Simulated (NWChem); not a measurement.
System: C₂H₄OSe; SMILES C[Se]C=O

Output (shortened):

```
             Northwest Computational Chemistry Package (NWChem) 7.3.0
             --------------------------------------------------------

 CS  symmetry detected

                             Geometry "geometry" -> ""
                             -------------------------

 Output coordinates in angstroms (scale by  1.889725989 to convert to a.u.)

  No.       Tag          Charge          X              Y              Z
 ---- ---------------- ---------- -------------- -------------- --------------
    1 C                    6.0000    -1.57744289     0.59066503     0.00000000
    2 Se                  34.0000     0.35984834     0.61265612     0.00000000
    3 C                    6.0000     0.59633399    -1.28798356     0.00000000
    4 O                    8.0000    -0.28158428    -2.10079459     0.00000000
    5 H                    1.0000    -1.95313502     1.09104504     0.90086400
    6 H                    1.0000    -1.95313502     1.09104504    -0.90086400
    7 H                    1.0000    -1.86939847    -0.47017215     0.00000000
    8 H                    1.0000     1.68015253    -1.55195809     0.00000000

 Effective nuclear repulsion energy (a.u.)     251.4533834444

      Symmetry information
      --------------------

 Group name             Cs
 Group number              2
 Group order               2
 No. of unique centers     7

  pbe96 is a nonlocal functional; adding pw91lda local functional.

                                 NWChem DFT Module
                                 -----------------

 Summary of "ao basis" -> "ao basis" (spherical)
 ------------------------------------------------------------------------------
       Tag                 Description            Shells   Functions and Types
 ---------------- ------------------------------  ------  ---------------------
 C                           6-31g*                  6       14   3s2p1d
 Se                          6-31g*                 12       32   5s4p3d
 O                           6-31g*                  6       14   3s2p1d
 H                           6-31g*                  2        2   2s

      Symmetry analysis of basis
      --------------------------

        a'         58
        a"         24

            General Information
            -------------------
          SCF calculation type: DFT
          Wavefunction type:  closed shell.
          No. of atoms     :     8
          No. of electrons :    58
           Alpha electrons :    29
            Beta electrons :    29
          Charge           :     0
          Spin multiplicity:     1
          Use of symmetry is: on ; symmetry adaption is: on
          Maximum number of iterations: 150
          AO basis - number of functions:    82
                     number of shells:    38
          Convergence on energy requested:  1.00D-06
          Convergence on density requested:  1.00D-05
          Convergence on gradient requested:  5.00D-04

              XC Information
              --------------
          PerdewBurkeErnzerhof Exchange Functional  1.000
            Perdew 1991 LDA Correlation Functional  1.000 local
           PerdewBurkeErnz. Correlation Functional  1.000 non-local

             Grid Information
             ----------------
          Grid used for XC integration:  medium
          Radial quadrature: Mura-Knowles
          Angular quadrature: Lebedev.
          Tag              B.-S. Rad. Rad. Pts. Rad. Cut. Ang. Pts.
          ---              ---------- --------- --------- ---------
          C                   0.70       49          10.0       434
          Se                  1.15      112           8.0       590
          O                   0.60       49          10.0       434
          H                   0.35       45          11.0       434
          Grid pruning is: on
          Number of quadrature shells:   394
          Spatial weights used:  Erf1

      Superposition of Atomic Density Guess
      -------------------------------------

 Sum of atomic energies:       -2551.57313395

      Non-variational initial energy
      ------------------------------

 Total energy =   -2553.213401
 1-e energy   =   -4049.324889
 2-e energy   =    1244.658104
 HOMO         =      -0.275286
 LUMO         =       0.007271

      Symmetry analysis of molecular orbitals - initial
      -------------------------------------------------

  Numbering of irreducible representations:

     1 a'          2 a"

  Orbital symmetries:

     1 a'          2 a'          3 a'          4 a'          5 a"
     6 a'          7 a'          8 a'          9 a'         10 a'
    11 a'         12 a"         13 a'         14 a'         15 a"
    16 a'         17 a"         18 a'         19 a'         20 a'
    21 a'         22 a'         23 a'         24 a"         25 a"
    26 a'         27 a'         28 a'         29 a"         30 a"
    31 a'         32 a'         33 a'         34 a"         35 a'
    36 a'         37 a'         38 a'         39 a"

     ---------------------------------------------
      Total Density - Mulliken Population Analysis
     ---------------------------------------------

    Atom       Charge   Shell Charges
 -----------   ------   -------------------------------------------------------
    1 C    6     6.68   2.00  0.71  1.93  0.71  1.30  0.03
    2 Se  34    33.99   2.00  2.00  6.00  2.00  5.99  1.51  3.06  0.34  1.02  6.94  2.94  0.18
    3 C    6     5.42   2.00  0.69  1.46  0.55  0.65  0.08
    4 O    8     8.79   2.00  0.96  3.09  0.92  1.81  0.02
    5 H    1     0.77   0.46  0.30
    6 H    1     0.77   0.46  0.30
    7 H    1     0.76   0.46  0.30
    8 H    1     0.83   0.47  0.36

   convergence    iter        energy       DeltaE   RMS-Dens  Diis-err
 ---------------- ----- ----------------- --------- --------- ---------
 d= 0,ls=0.0,diis     1  -2554.4169303906 -2.81D+03  2.66D-02  1.10D+00
 d= 0,ls=0.0,diis     2  -2553.5015966010  9.15D-01  2.35D-02  9.71D+00
 d= 0,ls=0.0,diis     3  -2554.5017947374 -1.00D+00  9.99D-03  3.23D-01
 d= 0,ls=0.0,diis     4  -2554.5225241561 -2.07D-02  5.19D-03  1.40D-01
 d= 0,ls=0.0,diis     5  -2554.5443378699 -2.18D-02  9.58D-04  4.21D-03
  Resetting Diis
 d= 0,ls=0.0,diis     6  -2554.5449532909 -6.15D-04  3.01D-04  8.78D-04
 d= 0,ls=0.0,diis     7  -2554.5450742035 -1.21D-04  2.13D-04  4.02D-05
 d= 0,ls=0.0,diis     8  -2554.5450548587  1.93D-05  1.50D-04  1.77D-04
 d= 0,ls=0.0,diis     9  -2554.5450791285 -2.43D-05  3.75D-05  1.70D-05
 d= 0,ls=0.0,diis    10  -2554.5450807081 -1.58D-06  9.10D-06  1.51D-06
 d= 0,ls=0.0,diis    11  -2554.5450808820 -1.74D-07  1.01D-06  7.20D-09

         Total DFT energy =    -2554.545080881983
      One electron energy =    -4051.714978846204
           Coulomb energy =     1353.204244120847
    Exchange-Corr. energy =     -107.487729601036
 Nuclear repulsion energy =      251.453383444409

 Numeric. integr. density =       58.000004556277

                  Occupations of the irreducible representations
                  ----------------------------------------------

                     irrep           alpha         beta
                     --------     --------     --------
                     a'               22.0         22.0
                     a"                7.0          7.0

                       DFT Final Molecular Orbital Analysis
                       ------------------------------------

 Vector   27  Occ=2.000000D+00  E=-3.027196D-01  Symmetry=a'
              MO Center= -2.0D-01,  3.7D-01, -3.0D-13, r^2= 3.0D+00
   Bfn.  Coefficient  Atom+Function         Bfn.  Coefficient  Atom+Function
  ----- ------------  ---------------      ----- ------------  ---------------
    25      0.492036  2 Se px                 3     -0.316224  1 C  px
    24     -0.274379  2 Se s                 21     -0.217389  2 Se px
     7     -0.196748  1 C  px                28      0.188293  2 Se s
    26      0.182548  2 Se py                63      0.177652  4 O  px
     4     -0.138565  1 C  py                79      0.129749  7 H  s

 Vector   28  Occ=2.000000D+00  E=-2.214995D-01  Symmetry=a'
              MO Center=  1.2D-01, -1.2D+00, -7.7D-12, r^2= 2.8D+00
   Bfn.  Coefficient  Atom+Function         Bfn.  Coefficient  Atom+Function
  ----- ------------  ---------------      ----- ------------  ---------------
    26      0.454288  2 Se py                64      0.398326  4 O  py
    63     -0.350333  4 O  px                68      0.286515  4 O  py
    82      0.262396  8 H  s                 67     -0.243600  4 O  px
    22     -0.187299  2 Se py                81      0.167961  8 H  s
    30      0.165580  2 Se py                80      0.144172  7 H  s

 Vector   29  Occ=2.000000D+00  E=-2.133681D-01  Symmetry=a"
              MO Center=  1.9D-01,  2.5D-01,  7.8D-12, r^2= 2.7D+00
   Bfn.  Coefficient  Atom+Function         Bfn.  Coefficient  Atom+Function
  ----- ------------  ---------------      ----- ------------  ---------------
    27      0.693682  2 Se pz                31      0.336617  2 Se pz
    23     -0.295608  2 Se pz                65     -0.243020  4 O  pz
    69     -0.189759  4 O  pz                76     -0.109167  5 H  s
    78      0.109167  6 H  s                  5     -0.102608  1 C  pz
    19      0.088672  2 Se pz                75     -0.080066  5 H  s

 Vector   30  Occ=0.000000D+00  E=-5.801117D-02  Symmetry=a"
              MO Center=  3.3D-01, -1.2D+00,  8.1D-16, r^2= 2.1D+00
   Bfn.  Coefficient  Atom+Function         Bfn.  Coefficient  Atom+Function
  ----- ------------  ---------------      ----- ------------  ---------------
    55      0.550209  3 C  pz                51      0.523316  3 C  pz
    69     -0.420255  4 O  pz                65     -0.416894  4 O  pz
    27     -0.295126  2 Se pz                31     -0.212287  2 Se pz
    23      0.118348  2 Se pz                43     -0.073114  2 Se d -1
    76      0.064675  5 H  s                 78     -0.064675  6 H  s

[...]
```

Level: PBE/6-31G* (spherical d). Coordinates come from a PBE0/def2-SVP optimisation.

Q: Reconstruct the input file.

A: Several could match; the one computed here: the input that was run:
```
start job
memory heap 200 mb stack 900 mb global 1100 mb
geometry units angstroms noautoz
  C     -1.570721     0.615605     0.000000
  Se     0.366695     0.615988     0.000000
  C      0.581968    -1.287171     0.000000
  O     -0.304961    -2.090140     0.000000
  H     -1.940809     1.120144     0.900864
  H     -1.940809     1.120144    -0.900864
  H     -1.874490    -0.441910     0.000000
  H      1.662775    -1.563217     0.000000
end
basis spherical
  * library 6-31g*
end
dft
  xc xpbe96 cpbe96
  iterations 150
  mulliken
end
task dft energy
```
